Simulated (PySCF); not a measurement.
BeH⁺ at RHF-MP2

Level: RHF-MP2. PySCF, no relativity, basis sets Be def2-SVP, H def2-SVP.

For BeH⁺, the state is ¹Σ⁺ (singlet), closed shell, the bond length is 1.318 Å and the harmonic wavenumber is 2252 cm⁻¹. The force constant is 2.71 mdyn/Å, the rotational constant Be is 10.71 cm⁻¹ and the anharmonicity ωexe is 33.4 cm⁻¹. The vibration–rotation constant αe is 0.283 cm⁻¹. The well depth De to Be⁺ + H is 2.64 eV. The dissociation energy D0 is 2.50 eV.

Correlated steps freeze no core orbitals. Correlated levels converge slowly with the basis: in double zeta they bind strong bonds too weakly, by up to about 1 eV, and carry superposition errors of some tenths. For an ion De counts to the pair picked by the measured ionisation energies or electron affinities, which need not be the lowest pair at this level. Where the molecule has an RHF reference, its open-shell atoms are computed with UHF.
